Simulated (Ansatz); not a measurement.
F$_{2}$HOSi, SMILES `O[Si](F)F` radical, relaxed with UKS PBE0-D4/def2-TZVP in Ansatz from a GFN2-xTB geometry. The force threshold is 0.005 eV/Å; the program also tests the step.

Total charge 0; spin multiplicity 2.

Start:

```xyz
5

O    -0.338   -0.352    1.091
Si   -0.551    0.305   -0.349
F    -0.138   -0.721   -1.515
F     0.519    1.475   -0.607
H     0.509   -0.706    1.380
```

| step | energy (eV) | largest force (eV/Å) | largest move (Å) |
| --- | --- | --- | --- |
| 1 | -15371.1482 | 1.227 | 0.000 |
| 2 | -15371.1756 | 0.851 | 0.024 |
| 3 | -15371.1891 | 0.053 | 0.024 |
| 4 | -15371.1899 | 0.030 | 0.007 |
| 5 | -15371.1902 | 0.027 | 0.010 |
| 6 | -15371.1903 | 0.014 | 0.007 |
| 7 | -15371.1903 | 0.007 | 0.002 |
| 8 | -15371.1903 | 0.003 | 0.001 |
| 9 | -15371.1904 | 0.008 | 0.002 |
| 10 | -15371.1904 | 0.061 | 0.025 |
| 11 | -15371.1905 | 0.116 | 0.016 |
| 13 | -15371.1908 | 0.202 | 0.037 |
| 15 (rejected) | -15371.1901 | 0.313 | 0.046 |
| 17 | -15371.1930 | 0.082 | 0.030 |
| 19 | -15371.1946 | 0.026 | 0.045 |
| 21 (rejected) | -15371.1871 | 1.053 | 0.111 |
| 23 | -15371.1997 | 0.450 | 0.056 |
| 25 (rejected) | -15371.1846 | 0.896 | 0.127 |
| 27 | -15371.2160 | 0.264 | 0.063 |
| 29 (rejected) | -15371.1974 | 1.431 | 0.030 |
| 31 | -15371.2300 | 0.082 | 0.042 |
| 33 | -15371.2318 | 0.169 | 0.013 |
| 35 | -15371.2331 | 0.055 | 0.035 |
| 37 (rejected) | -15371.2332 | 0.056 | 0.004 |
| 38 | -15371.2332 | 0.004 | 0.002 |

End:

```xyz
5

O     0.057   -0.712    0.861
Si   -0.422    0.264   -0.350
F    -0.443   -0.644   -1.647
F     0.637    1.426   -0.599
H     0.171   -0.334    1.735
```

Run time 3.3 min (2 threads of a server CPU on a shared host); peak host memory 0.3 GiB.
